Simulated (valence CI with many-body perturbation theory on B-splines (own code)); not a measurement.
**Pd22+: calculated level list**

Computed by configuration interaction combined with many-body perturbation theory (CI+MBPT): six valence electrons over a frozen Dirac-Fock core [Ar], radial functions for each j: 7 s, 7 p, 8 d, 6 f, 4 g, 1 h, with the one-electron correlation potential Σ1 (screened to all orders), the two-electron term Σ2, the three-electron term Σ3, Breit, model QED; selected single and double excitations, second order for the rest, scaled by the run's own slope (own B-spline code, finite nucleus).

No measured spectrum was set against this ion. As an estimate, terms of the open shell hold to 2 to 4 % of their energy, and close levels can change places. Core correlation moves these levels by up to 10000 cm⁻¹, and in measured spectra 5 to 20 % of such shifts remained as error; rates that hang on mixing are uncertain with them. Among the levels kept, up to 910 cm⁻¹ of a level comes from second order outside the variational space, and about a tenth of that is noise between levels of different J, which matters for small intervals. Only levels of the ground parity were solved; by the run's estimate the other parity begins above the list, which can be wrong where configurations are misplaced.

Levels 1 to 34 of 34, with energies above the lowest level, 3d6 5D_4. "Leading %" is the weight of the configuration and term that name the level; weights of strongly mixed levels are sums over their largest components and can fall short. In the jj column 3d3/2^4 stands for four electrons in 3d with j = 3/2.

```csv
No.,Configuration,Term,J,E (cm⁻¹),Leading %,Leading jj,Second component
1,3d6,5D,4,0,83,3d3/2^4 3d5/2^2 (54 %),14 % 3d6 3F
2,3d6,5D,2,27101,63,3d3/2^4 3d5/2^2 (55 %),27 % 3d6 3P
3,3d6,5D,3,28978,92,3d3/2^3 3d5/2^3 (73 %),5 % 3d6 3F
4,3d6,5D,1,43238,83,3d3/2^3 3d5/2^3 (73 %),14 % 3d6 3P
5,3d6,5D,0,44693,78,3d3/2^2 3d5/2^4 (49 %),17 % 3d6 3P
6,3d6,3H,4,74079,26,3d3/2^3 3d5/2^3 (52 %),22 % 3d6 3G
7,3d6,3H,6,90807,85,3d3/2^3 3d5/2^3 (92 %),15 % 3d6 1I
8,3d6,3H,5,91694,53,3d3/2^3 3d5/2^3 (97 %),47 % 3d6 3G
9,3d6,3P,2,94041,49,3d3/2^2 3d5/2^4 (65 %),35 % 3d6 5D
10,3d6,3F,3,108120,56,3d3/2^3 3d5/2^3 (77 %),31 % 3d6 3G
11,3d6,3F,2,111270,75,3d3/2^3 3d5/2^3 (74 %),16 % 3d6 1D
12,3d6,3H,4,125730,56,3d3/2^2 3d5/2^4 (85 %),36 % 3d6 3F
13,3d6,1S,0,131340,55,3d3/2^2 3d5/2^4 (41 %),27 % 3d6 3P
14,3d6,3G,5,140170,53,3d3/2^2 3d5/2^4 (97 %),47 % 3d6 3H
15,3d6,3G,4,141200,66,3d3/2^3 3d5/2^3 (46 %),20 % 3d6 1G
16,3d6,3D,1,141900,60,3d3/2^3 3d5/2^3 (63 %),30 % 3d6 3P
17,3d6,3D,2,145770,68,3d3/2^2 3d5/2^4 (49 %),15 % 3d6 3P
18,3d6,3F,3,154100,37,3d3/2^2 3d5/2^4 (45 %),31 % 3d6 3D
19,3d6,3D,3,156570,51,3d3/2^2 3d5/2^4 (85 %),42 % 3d6 3G
20,3d6,1I,6,160100,85,3d3/2^2 3d5/2^4 (92 %),15 % 3d6 3H
21,3d6,3P,1,169820,62,3d3/2^2 3d5/2^4 (51 %),34 % 3d6 3D
22,3d6,3P,0,179800,95,3d3/2^4 3d5/2^2 (46 %),5 % 3d6 1S
23,3d6,1F,3,186380,63,3d3/2^3 3d5/2^3 (91 %),33 % 3d6 3F
24,3d6,1G,4,188220,64,3d3/2 3d5/2^5 (50 %),19 % 3d6 3F
25,3d6,1D,2,194990,60,3d3/2^2 3d5/2^4 (52 %),16 % 3d6 3F
26,3d6,3P,1,221590,94,3d3/2^3 3d5/2^3 (62 %),
27,3d6,3F,4,236180,81,3d3/2^2 3d5/2^4 (55 %),10 % 3d6 1G
28,3d6,3F,2,240200,92,3d3/2^2 3d5/2^4 (79 %),5 % 3d6 3D
29,3d6,3P,0,250020,56,3d5/2^6 (79 %),39 % 3d6 1S
30,3d6,3P,2,266940,81,3d3/2 3d5/2^5 (59 %),10 % 3d6 1D
31,3d6,3F,3,267000,62,3d3/2 3d5/2^5 (75 %),25 % 3d6 1F
32,3d6,1G,4,273390,82,3d3/2^2 3d5/2^4 (61 %),15 % 3d6 3F
33,3d6,1D,2,341760,97,3d3/2^2 3d5/2^4 (79 %),
34,3d6,1S,0,434080,96,3d3/2^2 3d5/2^4 (79 %),
```

Names give the largest LS component (configuration and term), which can be under half, so a name can repeat, a term be missing and a line seem to break the LS rules; names also repeat where a configuration has a term twice.

Where two levels of one J and parity lie close, their mixing, g and order are uncertain.

The ionisation energy to 3d5 6S_5/2 of the next ion comes out as 1065.1 eV (NIST: 1065 ± 4 eV (theoretical)). All 34 levels together are meant to be complete up to 451460 cm⁻¹.
